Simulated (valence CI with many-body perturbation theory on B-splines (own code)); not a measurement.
Values are calculated unless marked as measured or tabulated.
From CI to CI+MBPT in W LX

Level of theory: valence CI with perturbative core correlation (CI+MBPT): five valence electrons over a frozen Dirac-Fock core [Ne], radial functions for each j: 9 s, 9 p, 8 d, 6 f, 3 g, 1 h, with the one-electron correlation potential Σ1, the two-electron term Σ2, the three-electron term Σ3, Breit, model QED; selected CI, second order for the rest (own B-spline code, finite nucleus).

No measured spectrum was set against this ion. As an estimate, large intervals hold to a few tenths of a per cent, small ones and those within an open d or f shell to about a per cent. Among the levels kept, up to 540 cm⁻¹ of a level comes from second order outside the variational space, and about a tenth of that is noise between levels of different J, which matters for small intervals.

Each rung adds one term. CI alone is the Dirac-Coulomb CI over the frozen core; QED comes last and gives the full result, which names the levels. Energies are above (3s^2 3p1/2^2 3p3/2) J=3/2 on the same rung, in eV.

Levels are named by their leading jj configuration (3d3/2^4 stands for four electrons in 3d with j = 3/2), which in mixed levels can hold well under half, so a name can repeat and another be missing. Letters in brackets count levels of one name in rising energy.

| Level | CI alone |
| --- | --- |
| (3s^2 3p1/2^2 3d3/2) J=3/2 | 232.00 |
| (3s^2 3p1/2^2 3d5/2) J=5/2 | 328.63 |
| (3s^2 3p1/2 3p3/2^2) J=3/2 | 344.74 |
| (3s^2 3p1/2 3p3/2^2) J=5/2 | 357.23 |
| (3s^2 3p1/2 3p3/2^2) J=1/2 | 371.89 |
| (3s 3p1/2^2 3p3/2^2) J=5/2 | 520.63 |
| (3s 3p1/2^2 3p3/2^2) J=3/2 | 550.48 |
| (3s 3p1/2^2 3p3/2^2) J=1/2 | 551.92 |
| (3s^2 3p1/2 3p3/2 3d3/2) J=5/2 [a] | 574.80 |
| (3s^2 3p1/2 3p3/2 3d3/2) J=1/2 [a] | 577.32 |
| (3s^2 3p1/2 3p3/2 3d3/2) J=3/2 [a] | 578.03 |
| (3s^2 3p1/2 3p3/2 3d3/2) J=7/2 | 587.81 |
| (3s^2 3p1/2 3p3/2 3d3/2) J=5/2 [b] | 617.28 |
| (3s^2 3p1/2 3p3/2 3d3/2) J=1/2 [b] | 626.96 |
| (3s^2 3p1/2 3p3/2 3d3/2) J=3/2 [b] | 628.09 |
| (3s^2 3p1/2 3p3/2 3d5/2) J=7/2 [a] | 657.70 |

(1) What do these energies become with core correlation, Breit and QED?

(2) How does the ionisation energy move along the ladder, and which term matters most?

## Answers

(1) (3s^2 3p1/2^2 3d3/2) J=3/2 229.65 (-2.356); (3s^2 3p1/2^2 3d5/2) J=5/2 324.03 (-4.596); (3s^2 3p1/2 3p3/2^2) J=3/2 341.34 (-3.401); (3s^2 3p1/2 3p3/2^2) J=5/2 353.14 (-4.091); (3s^2 3p1/2 3p3/2^2) J=1/2 368.50 (-3.386); (3s 3p1/2^2 3p3/2^2) J=5/2 515.75 (-4.880); (3s 3p1/2^2 3p3/2^2) J=3/2 545.50 (-4.979); (3s 3p1/2^2 3p3/2^2) J=1/2 547.44 (-4.484); (3s^2 3p1/2 3p3/2 3d3/2) J=5/2 [a] 568.42 (-6.383); (3s^2 3p1/2 3p3/2 3d3/2) J=1/2 [a] 571.71 (-5.619); (3s^2 3p1/2 3p3/2 3d3/2) J=3/2 [a] 571.95 (-6.079); (3s^2 3p1/2 3p3/2 3d3/2) J=7/2 580.73 (-7.085); (3s^2 3p1/2 3p3/2 3d3/2) J=5/2 [b] 610.44 (-6.836); (3s^2 3p1/2 3p3/2 3d3/2) J=1/2 [b] 620.64 (-6.317); (3s^2 3p1/2 3p3/2 3d3/2) J=3/2 [b] 621.34 (-6.754); (3s^2 3p1/2 3p3/2 3d5/2) J=7/2 [a] 649.96 (-7.737).

(2) CI alone 6109.5, + Σ1 6110.4, + Σ2 6110.6, + Σ3 6110.1, + Breit 6104.9, + QED 6104.3 eV. The largest step is Breit, -5.2 eV. NIST lists 6093 ± 5 eV (semi-empirical).
